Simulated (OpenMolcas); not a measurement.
A calculation on Fe I.

- Program: OpenMolcas 26.06
- Method: XMS-CASPT2, IPEA 0.25 Eh, imaginary shift 0.1 Eh (closed shells correlated: 3s 3p 4s)
- Basis: ANO-RCC-VTZP [6s5p3d2f1g]
- Scalar Hamiltonian: DKH2, point nucleus
- Active space: 6 electrons in 5 orbitals (3d)
- State averaging: 2S+1 = 5 even, 5 roots; 2S+1 = 3 even, 45 roots; 2S+1 = 1 even, 50 roots (35 in the spin-orbit step)
- Spin-orbit coupling: RASSI with atomic mean-field integrals over the reference wave functions, term energies averaged over their components

Question: Which level of the active space comes out lowest?

Answer: 3d6 4s2 5D4, with 100 % of that term; it is also the measured ground level.

Question: How high does 3d6 4s2 5D2 lie?

Answer: 727 cm-1 above the lowest level; measured 704 cm-1 above the ground level, so the calculation is off by +3 %.

Question: How high does 3d6 4s2 3P0(1) lie?

Answer: 21030 cm-1 above the lowest level; measured 20038 cm-1 above the ground level, so the calculation is off by +5 %.

Question: How high does 3d6 4s2 3H4 lie?

Answer: 20720 cm-1 above the lowest level; measured 19788 cm-1 above the ground level, so the calculation is off by +5 %.

Question: The level at 21580 cm-1 has J = 4. What is it made of, and what is its g factor?

Answer: 95 % 3d6 4s2 3F4(1), 2 % 3d6 4s2 3H, 2 % 3d6 4s2 3G; g = 1.235, against 1.251 from Landé's formula for the pure leading term.

Measured values: NIST Handbook of Basic Atomic Spectroscopic Data.

CASPT2 does not keep the components of a term degenerate, so their means are used; among the terms shown or strongly mixed into the levels shown the widest spread is 1400 cm-1 (3d6 4s2 3H). Some high roots are left out of the spin-orbit mixing, which shifts the levels that they would mix with. With the s shell closed, the reference lacks s² → p², s² → d² and s → d mixing, so excited terms can stand far too high and out of order, with CASPT2 too. The CASPT2 spread within a term exceeds the gap to the next term for 3d6 4s2 3P(1) and 3d6 4s2 3H, 3d6 4s2 3H and 3d6 4s2 3F(1), so the order of their levels is uncertain, and so are names and mixing where such terms share a J. Measured partners are found by configuration, term and J. A level has none where our copy of the source lacks it or the pairing is in doubt (some pairs that miss far off the trend of their configuration count as doubtful), and it then counts in no deviation. Only configurations of the active space appear.

A number in round brackets counts repeated terms of one configuration in the order of the reference energies.
